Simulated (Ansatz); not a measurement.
The cluster Ru3Pt, relaxed as a singlet with RKS r2SCAN-D4/def2-SVP in Ansatz, starting from the GFN2-xTB geometry. Force threshold 0.02 eV/Å.

In the def2 sets Pt, Ru take a core potential; there is no spin–orbit coupling. The restricted singlet is unstable towards broken spin symmetry in Hartree–Fock (as tested in another run); at r2SCAN-D4/def2-SVP this wasn't settled. At r2SCAN-D4/def2-SVP a triplet of charge 0 lies 1.11 eV below the restricted singlet, each at its own geometry. The structure comes from a short search, and lower isomers may exist.

Start:

```csv
atom,x (Å),y (Å),z (Å)
Pt1,-1.098,1.369,-0.677
Ru2,1.570,-0.877,0.085
Ru3,-0.636,-1.056,-0.694
Ru4,0.163,0.565,1.287
```

(1) Estimate the energy that the relaxation releases and the steps that it takes.

(2) Does the start keep its bonding and symmetry?

(3) Predict the relaxed structure.

Answers

(1) 8.9 kcal/mol, in 9 steps; 80 s on 2 threads of Arm Neoverse V2 on a shared host. No frequencies were taken in this run, so the end may be a saddle point.

(2) By distances, no bond broke or formed. The bond that changes most is Pt1–Ru2, from 3.57 to 3.42 Å (atoms count from 1). Point group Cs at the start, Cs at the end, both within 0.05 Å.

(3) 
```xyz
4

Pt   -1.058    1.353   -0.680
Ru    1.478   -0.818    0.075
Ru   -0.592   -1.041   -0.645
Ru    0.173    0.507    1.249
```
Bond lengths (bridged metal pairs left out): 3 × Ru–Ru 2.20 to 2.56 Å; 2 × Pt–Ru 2.44 Å.
